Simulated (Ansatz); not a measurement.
Calculated with Ansatz (gas phase, PBE0-D4/def2-TZVP geometries, no zero-point term in ΔE). CCSD(T)/CBS is the MP2 limit (def2-TZVPP, def2-QZVPP) plus CCSD(T) − MP2 in def2-TZVPP, frozen cores. Functionals use def2-TZVPP. Each species was taken in one conformer, which may not be the lowest.

Consider the formal exchange of groups at the Si–C bond: `[SiH3]C[SiH2]Cl` + `C[CH2][AlH2]` → `C[CH2][AlH][SiH3]` + `C[SiH2]Cl`.

`[SiH3]C[SiH2]Cl`:

```xyz
11

Si   -1.403    0.690   -0.507
C    -0.309   -0.520    0.421
Si    1.511   -0.260    0.164
Cl    2.590   -1.656    1.230
H    -2.837    0.404   -0.239
H    -1.105    2.082   -0.079
H    -1.160    0.584   -1.970
H    -0.526   -0.445    1.491
H    -0.565   -1.538    0.108
H     1.875   -0.420   -1.264
H     1.929    1.079    0.643
```

`C[CH2][AlH2]`:

```xyz
10

C     1.028    0.745    0.408
C    -0.322    0.488   -0.261
Al   -0.973   -1.359   -0.264
H     1.317    1.799    0.365
H     1.829    0.171   -0.066
H     1.018    0.455    1.462
H    -0.301    0.826   -1.307
H    -1.102    1.108    0.201
H    -2.376   -1.702   -0.931
H    -0.117   -2.530    0.394
```

`C[CH2][AlH][SiH3]`:

Z-matrix (Å, degrees):
```
C
C 1 1.527
H 1 1.094 2 111.7
H 1 1.094 2 112.3 3 -120.3
H 1 1.094 2 111.7 3 119.3
Al 2 1.961 1 116.6 3 -59.8
H 2 1.099 1 110.5 3 63.0
H 2 1.099 1 110.5 3 177.6
Si 6 2.463 2 119.5 1 -0.3
H 6 1.594 2 119.5 1 179.7
H 9 1.491 6 114.2 2 -179.4
H 9 1.494 6 110.8 2 59.5
H 9 1.494 6 110.9 2 -58.3
```

`C[SiH2]Cl`:

Cartesian coordinates in Å:
```
C 0.762 0.000 0.663
Si -0.564 0.088 -0.634
Cl -2.152 -1.106 -0.083
H 1.609 0.630 0.376
H 1.121 -1.024 0.782
H 0.385 0.348 1.627
H -0.077 -0.405 -1.945
H -1.085 1.469 -0.787
```

```
             level  ΔE (eV)
            r2SCAN    -0.12
              PBE0    -0.18
   CCSD/def2-TZVPP    -0.07
CCSD(T)/def2-TZVPP    -0.07
```

Question: What does CCSD(T)/CBS give? (Estimate.)

Answer: Computed: -0.06 eV. The listed levels differ from it by -0.06, -0.12, -0.01, -0.01 eV.

Largest T1 diagnostic among the species: 0.011.

The D4 term adds +0.03 eV with B3LYP and +0.01 eV with PBE0; it sums over pairs of atoms, weighted by their polarisabilities, and B3LYP, whose exchange is more repulsive, gets the larger term. From PBE to PBE0 (25 % exact exchange), in def2-TZVPP and without D4, ΔE moves by +0.04 eV.

B3LYP here is the variant with VWN-RPA as its local correlation; programs differ in this.
